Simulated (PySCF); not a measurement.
A structure optimised at B3LYP-D3(BJ)/def2-SVP, used in a PySCF frequency run:

```
C
H 1 1.0984
H 1 1.0987 2 110.07
H 1 1.1015 2 109.16 3 119.75
S 1 1.8314 2 111.44 4 116.18
Te 5 2.4318 1 103.02 2 58.18
H 6 1.6814 5 96.33 1 86.43
```

Question: Write its SMILES and formula.

Answer: CS[TeH], CH4STe

Question: What are its rotational constants (standard atomic weights)?

Answer: 14.823, 1.9898, 1.8097 GHz
